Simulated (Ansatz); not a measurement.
C$_{2}$H$_{7}$BGaNO, SMILES `[BH2][Ga]1[O]C[N]1C`, 13 atoms. Total charge 0; spin multiplicity 1. Correlated methods include outer-core shells of Ga, which these sets cover unevenly. Scalar relativity is left out up to krypton. Hardware: A = 2 threads of an AMD EPYC 7R13 on a shared host and a share of an NVIDIA H100 80 GB; B = 2 threads of an AMD EPYC 7R13 on a shared host. Correlated methods freeze the cores. Open-shell runs search over several starts.

(1) Give the basis size and wall time and peak host memory of each of these runs in Ansatz. UHF-CCSD(T)/def2-TZVPP energy of the cation [A]; RKS r2SCAN0-D4/def2-TZVPP energy [A]; UKS PBE-D4/def2-TZVPP energy of the cation [A]; RKS PBE0-D4/def2-QZVPP energy [A]; RKS ωB97M-V/def2-SVP energy [B]; UKS ωB97X-V/def2-TZVPP energy of the cation [A]; UKS r2SCAN-D4/def2-TZVPP energy of the cation [A]; RHF-CCSD(T)/def2-TZVPP energy [A]; RKS ωB97X-V/def2-TZVPP energy [A]; RKS PBE0-D4/def2-TZVP relaxation (22 steps) [A]; RKS r2SCAN-D4/def2-TZVPP energy and forces [A]; UKS B2PLYP (frozen core)/def2-TZVPP energy of the cation [A]. (Estimate.)

## Answers

(1) Ansatz gave: Other jobs shared the machine, so times are rough.

```tsv
level	job	functions	wall time	peak host memory (GiB)
RKS r2SCAN-D4/def2-TZVPP	energy and forces [A]	301	2.8 s	0.89
RKS r2SCAN0-D4/def2-TZVPP	energy [A]	301	3.4 s	0.9
RKS ωB97X-V/def2-TZVPP	energy [A]	301	3.7 s	0.95
UKS r2SCAN-D4/def2-TZVPP	energy of the cation [A]	301	6.5 s	0.98
RHF-CCSD(T)/def2-TZVPP	energy [A]	301	6.5 s	0.89
RKS PBE0-D4/def2-QZVPP	energy [A]	584	7 s	1.2
UKS PBE-D4/def2-TZVPP	energy of the cation [A]	301	7.5 s	0.92
RKS ωB97M-V/def2-SVP	energy [B]	137	9.5 s	0.64
UKS ωB97X-V/def2-TZVPP	energy of the cation [A]	301	20 s	1.1
UKS B2PLYP (frozen core)/def2-TZVPP	energy of the cation [A]	301	23 s	1.4
RKS PBE0-D4/def2-TZVP	relaxation (22 steps) [A]	245	43 s	0.93
UHF-CCSD(T)/def2-TZVPP	energy of the cation [A]	301	51 s	1.4
```
